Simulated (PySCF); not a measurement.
**How methods differ on the ionisation energy of Lu⁶⁰⁺**

Lu⁶⁰⁺ [Ne] 3s1 (2S) → Lu⁶¹⁺ [Ne] (1S), as a difference of total energies. Calculation: PySCF 2.14, in an uncontracted even-tempered set (17 s from 16 bohr⁻², ratio 2.5; 12 p from 21 bohr⁻², ratio 2.5; 4 d from 77 bohr⁻², ratio 2.7; 4 f from 110 bohr⁻², ratio 2.7); scalar relativity by spin-free X2C-1e. Correlated levels: outer shells: 1s2 frozen; virtual orbitals above 40 to 60 times the deepest correlated orbital energy dropped. The calculations carry no spin-orbit coupling.

| method | ionisation energy (eV) |
| --- | --- |
| UHF | 6455.9 |
| MP2 (outer shells) | 6456.7 |
| SCS-MP2 (outer shells) | 6456.6 |
| CCSD (outer shells) | 6456.7 |
| CCSD(T) (outer shells) | 6456.7 |

Breit and QED terms and the two-electron picture change are absent.

For comparison: 6452 ± 10 eV (theoretical estimate listed by NIST; NIST Atomic Spectra Database, ionization energies).
